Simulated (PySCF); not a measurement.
CH3ClMgO, SMILES C[O][Mg][Cl]. Heavy atoms are numbered as in [Mg:1]([Cl:2])[O:3][CH3:4]. Hydrogens are named by the atom that carries them.

The structure is a stationary point at B3LYP-D3(BJ)/def2-SVP. The values are those of a single conformer.

These are HF/pcSseg-2 in PySCF values and carry that method's errors.

GIAO shieldings, no solvent; atoms alike by connectivity are averaged. δ = σ(ref) − σ: ³⁵Cl against HCl (σ = 947.2 ppm); ¹⁷O against H2O (σ = 326.0 ppm); ¹³C against TMS (σ = 193.3 ppm); ¹H against TMS (σ = 31.98 ppm), references at their B3LYP-D3(BJ)/def2-TZVP geometries, non-relativistic (without spin–orbit terms, shifts of atoms bonded to Cl or Br come out too high).

**Question.** Estimate the chemical shifts. (Estimate from the structure and the level; the computed values follow.)

**Answer.** 
```json
[
 {"nucleus": "³⁵Cl", "atoms": "Cl2", "count": "1", "δ (ppm)": "-171.7"},
 {"nucleus": "¹⁷O", "atoms": "O3", "count": "1", "δ (ppm)": "-44.7"},
 {"nucleus": "¹³C", "atoms": "C4 (CH3)", "count": "1", "δ (ppm)": "53.5"},
 {"nucleus": "¹H", "atoms": "H on C4", "count": "3", "δ (ppm)": "3.83"}
]
```
